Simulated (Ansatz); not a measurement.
Input file for Ansatz (an electronic-structure program): R-r2SCAN/def2-TZVPP on NH3 (SMILES N).

Ansatz 0.2 input:
```yaml
crystal:
  periodic: [false, false, false]
  atoms:
    - {symbol: N, position_ang: [0.00000000, -0.00002166, 0.27906864]}
    - {symbol: H, position_ang: [-0.00000000, 0.94280068, -0.09306197]}
    - {symbol: H, position_ang: [0.81651180, -0.47143951, -0.09305334]}
    - {symbol: H, position_ang: [-0.81651180, -0.47143951, -0.09305334]}
basis:
  gaussian:
    orbitals: def2-TZVPP
hamiltonian:
  xc: {name: r2SCAN}
scf: {lower_state_search: off}
```

Question: Give the final energy of this run.

Answer: -56.5485 hartree.
